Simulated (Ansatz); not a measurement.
System: sum formula BN2H3Cl (charge 0, doublet). It need not be the lowest isomer of its formula. SMILES: B(N)(Cl)[NH]
Coordinates optimised at B3LYP-D3(BJ)/def2-TZVP (Ansatz, an electronic-structure program):
```xyz
7

B      0.0466    -0.3602     0.3206
Cl    -0.0317     0.9826    -0.8726
N      1.3477    -0.7143     0.8095
N     -1.1355    -0.9308     0.7883
H      2.0028    -1.0704     0.1146
H     -2.0415    -0.6619     0.4460
H     -1.1416    -1.6556     1.4858
```
Charge 0, spin multiplicity 2.

Property: atomisation energy (electronic, to ground-state atoms); the coupled-cluster value holds the core correlation from cc-pwCVTZ, in kcal/mol. Valence correlation only, unless marked. UHF or UKS for open shells. Spin-orbit coupling is left out. No relativistic terms. CBS(X,Y): correlation extrapolated as X^-3; Hartree-Fock from the larger set. [CCSD(T)-MP2]/basis is that difference in the basis named.

Level to compare with: RI-MP2/CBS(aug-cc-pV(T+d)Z,aug-cc-pV(Q+d)Z)+[CCSD(T)-MP2]/aug-cc-pV(T+d)Z plus the core term (Ansatz), 598.7 kcal/mol. It is a level with limits of its own, and the differences hold the functionals' basis error too.

Question: Rank these functionals by how close they come to RI-MP2/CBS(aug-cc-pV(T+d)Z,aug-cc-pV(Q+d)Z)+[CCSD(T)-MP2]/aug-cc-pV(T+d)Z, closest first: PBE/def2-TZVPD (Ansatz); BHLYP/def2-TZVPD (Ansatz); r2SCAN/def2-TZVPD (Ansatz).

Answer: r2SCAN/def2-TZVPD (meta-GGA, 603.1 kcal/mol, difference 4.4), BHLYP/def2-TZVPD (global hybrid, 579.4 kcal/mol, difference -19.3), PBE/def2-TZVPD (GGA, 619.6 kcal/mol, difference 20.9)
